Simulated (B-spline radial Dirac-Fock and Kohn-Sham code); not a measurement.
The computed values come from a radial atomic solver: Dirac-Fock densities.

Question: This computed X-ray form factor belongs to an atom or ion in its tabulated ground configuration. Which?

```tsv
sin θ/λ (Å⁻¹)	f₀
0.05	33.944
0.15	33.506
0.3	32.107
0.5	29.233
1	21.022
1.1	19.625
1.2	18.346
2	11.021
6	2.983
```

Answer: Eu²⁹⁺, with 34 electrons in [Ar] 3d10 4s2 4p4. f₀ tends to the number of electrons as s goes to zero, which the first rows give only roughly, and the rate of fall reflects the nuclear charge, 63.
